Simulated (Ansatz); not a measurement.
`[CH3][AlH][S]C` at its PBE0-D4/def2-TZVP geometry, where that method's forces vanish. Total charge 0; spin multiplicity 1.

```xyz
11

C     1.3308    0.5462    0.9632
Al    0.4932   -1.1998    0.7225
S    -1.2009   -1.4478   -0.6201
C    -1.4719    0.2267   -1.2822
H     0.6209    1.2844    1.3494
H     2.1645    0.4884    1.6677
H     1.7205    0.9408    0.0197
H     0.9556   -2.5268    1.4530
H    -2.4821    0.5457   -1.0281
H    -1.3701    0.1965   -2.3664
H    -0.7604    0.9456   -0.8786
```

Problem. What forces (eV/Å) does ωB97M-V/def2-TZVPP give on these atoms in the Gaussian-basis code of Ansatz? (Estimate.)

Solution. Ansatz gave: 
```
C1   0.013  0.013  0.008
Al2  0.059 -0.099  0.076
S3   0.016 -0.111  0.042
C4  -0.032  0.145 -0.065
H5   0.053 -0.047 -0.031
H6  -0.063  0.013 -0.055
H7  -0.029 -0.021  0.068
H8  -0.045  0.141 -0.074
H9   0.097 -0.013 -0.030
H10 -0.011  0.021  0.100
H11 -0.059 -0.043 -0.038
```
